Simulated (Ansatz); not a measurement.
SiNi, closed-shell singlet (the spin of the measured ground state), most abundant isotopes (57.9353 and 27.9769 u). Constants from fifth-degree fits in 1/R to seven points on the lowest solution found; no spin–orbit coupling, no relativity up to Kr; ω_e x_e and α_e move by some per cent with the fit.

Correlated levels freeze the inner cores; with def2 sets outer-core shells near the valence are correlated too. CBS: X⁻³ extrapolation of the correlation energy, Hartree–Fock from the larger set.

Programs: Ansatz (Gaussian basis) for Hartree–Fock, density functionals and correlated methods. Values without a source in brackets are computed.

| level | r_e (Å) | ω_e (cm⁻¹) | ω_e x_e (cm⁻¹) | α_e (cm⁻¹) |
|---|---|---|---|---|
| PBE/def2-TZVPP | 2.0341 | 485.0 | 1.67 | 0.00108 |
| CCSD(T)/CBS(def2-TZVPP, def2-QZVPP) | 2.0070 | 484.1 | 3.27 | 0.00153 |

D_e from total energies of the atoms and the molecule: 3.67 eV at PBE/def2-TZVPP; 3.20 eV at CCSD(T)/CBS(def2-TZVPP, def2-QZVPP).

Question: Derive the rotational constants, the centrifugal constant, the fundamental, the zero-point energy and the force constant, and test the Morse rule for the well depth.

Answer: 
μ = 18.86637 u.
- PBE/def2-TZVPP: B_e = 16.8576/(μ r_e²) = 0.21595 cm⁻¹; B₀ = B_e − α_e/2 = 0.21541 cm⁻¹; D = 4B_e³/ω_e² = 1.71e-07 cm⁻¹; fundamental ω_e − 2ω_e x_e = 482 cm⁻¹; zero-point energy ω_e/2 − ω_e x_e/4 = 242 cm⁻¹; k = μ(2πcω_e)² = 261 N/m; the line J = 1 ← 0 at 2B₀ = 12.92 GHz; a Morse well would hold ω_e²/(4ω_e x_e) = 4.37 eV against the computed D_e of 3.67 eV
- CCSD(T)/CBS(def2-TZVPP, def2-QZVPP): B_e = 16.8576/(μ r_e²) = 0.22183 cm⁻¹; B₀ = B_e − α_e/2 = 0.22106 cm⁻¹; D = 4B_e³/ω_e² = 1.86e-07 cm⁻¹; fundamental ω_e − 2ω_e x_e = 478 cm⁻¹; zero-point energy ω_e/2 − ω_e x_e/4 = 241 cm⁻¹; k = μ(2πcω_e)² = 260 N/m; the line J = 1 ← 0 at 2B₀ = 13.25 GHz; a Morse well would hold ω_e²/(4ω_e x_e) = 2.22 eV against the computed D_e of 3.20 eV

Doubts at one or more of the structures used: T1 above 0.05 (CCSD(T)/CBS(def2-TZVPP, def2-QZVPP)); a restricted determinant that unrestricted orbitals would lower (CCSD(T)/CBS(def2-TZVPP, def2-QZVPP)).

Ansatz is a program for electronic structure.
